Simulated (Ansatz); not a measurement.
Born–Oppenheimer molecular dynamics of Cl2GaH3S (7 atoms, charge 0, multiplicity 1). It starts at the highest image of a converged band, a first-order saddle point between two minima.

These are results of Ansatz 0.2.0, RKS CAM-B3LYP-D4/def2-SVP, not measurements.

```yaml
ensemble: NVE (velocity Verlet)
time_step: 0.5 fs
steps_asked: 200
starting_velocities_drawn_for: 100 K
seed: 2917
```

First frame:

```xyz
7
Properties=species:S:1:pos:R:3
Ga -0.041 -0.373 -0.153
H -0.059 -0.043 1.547
Cl 1.592 0.622 -1.099
Cl -2.029 -0.344 -0.941
S 0.554 -2.513 0.721
H -0.734 -2.918 0.778
H 0.216 -1.097 1.561
```

Task: How far do the bonds stretch over the last three quarters of this one trajectory? (Pairs bonded in most of those frames.)

Result: 
```
   bond  mean (Å)  spread (Å)  shortest  longest
Ga1–Cl3     2.128       0.029      2.09     2.19
Ga1–Cl4     2.130       0.025      2.09     2.17
 Ga1–S5     2.194       0.103      2.04     2.33
  H2–H7     0.777       0.056      0.69     0.86
  S5–H6     1.351       0.005      1.34     1.36
```

Mean temperature of the second half: 1648 K. The conserved energy stayed within 0.44 meV per atom of its start (net change -0.0016 meV per atom), so the integration is sound. The kinetic energy rose, since the run started high on the potential surface and went downhill. It ends in pieces (Cl2GaHS + H2), so much of that is their flight and rotation, not heat. A run of 0.1 ps of so small a system gives no equilibrium averages. The orbitals stay closed-shell, which can raise the energy where a bond breaks towards radicals; this wasn't checked here.

The run took 5.2 min on 4 threads of Arm Neoverse V2, with other jobs on the host, peak memory 0.31 GiB.
